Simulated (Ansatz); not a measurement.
H6AlO2Si2, doublet, geometry from GFN2-xTB (such geometries of metal compounds can be far from the true shape) (the spin is typed, not shown lowest). Base run: BLYP/6-31G* (Ansatz, a quantum-chemistry and plane-wave program).

Geometry (Å):
```xyz
11

Al    -0.0270    -0.4070     0.0427
O     -1.3988     0.0798     0.8996
Si    -2.7299     0.5583     1.7307
H     -2.7482    -0.2268     2.9648
H     -3.8786     0.2700     0.8723
H     -2.5723     1.9900     1.9855
O      1.3843    -0.2924    -0.8782
Si     2.7556    -0.1731    -1.7708
H      2.5461    -0.9996    -2.9594
H      3.8406    -0.6765    -0.9288
H      2.9194     1.2424    -2.1005
```
Charge 0, spin multiplicity 2.
Orbitals are unrestricted.
All else is at Ansatz's defaults.

Variants of this job, named by their change:

| change | E (Eh) | SCF-reference <S^2> | core-seconds (rough) |
|---|---|---|---|
| base | -975.48162 | 0.752 | 4 |
| functional = wB97X-V | -975.33538 | 0.752 | 20 |
| functional = b3lyp | -975.59147 | 0.752 | 7 |
| functional = cam_b3lyp | -975.49115 | 0.752 | 8 |
| functional = pbe0; dispersion = d3bjatm | -975.00473 | 0.753 | 6 |
| functional = B2GP-PLYP | -974.83761 | 0.753 | 9 |
| functional = pbe0 | -974.99738 | 0.753 | 7 |
| functional = hf | -973.09011 | 0.754 | 4 |
| functional = B2PLYP | -975.00446 | 0.753 | 9 |
| functional = b3lyp5 | -975.35335 | 0.752 | 7 |
| functional = wB97M-V | -975.41382 | 0.751 | 20 |
| functional = BHLYP | -975.46149 | 0.752 | 6 |
| functional = B97M-V | -975.27278 | 0.752 | 20 |

Absolute energies of different levels of theory aren't comparable as measures of quality.
